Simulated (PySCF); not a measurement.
**H3WN: one-bond stretch**

Level of theory: PySCF, PBE0, basis W def2-TZVP with ECP60, N def2-TZVP, H def2-TZVP (scalar-relativistic core potentials, no spin–orbit coupling, density fitting).

Rigid scan from the singlet minimum (W–H 1.715 Å (×3), W–N 1.649 Å; H–W–H 118.0° (×3), H–W–N 98.2° (×3)). Coordinate: the bond from W to the last atom (H) scaled, the rest fixed. Energies in kJ/mol from the minimum.

```
scale of one bond  E (kJ/mol)  dipole size (D)
             0.92        16.1             3.44
             0.96         3.7             3.39
             1.00         0.0             3.35
             1.05         4.7             3.30
             1.12        23.2             3.25
             1.20        54.9             3.21
             1.35       126.6             3.19
             1.55       221.5                –
             1.80       319.1                –
             2.20       423.8                –
```

At long bonds a restricted determinant can lie too high, and another spin state can fall below this curve.

Spin–orbit coupling, left out here, can matter for elements this heavy.

Other isomers or separated fragments may lie lower.
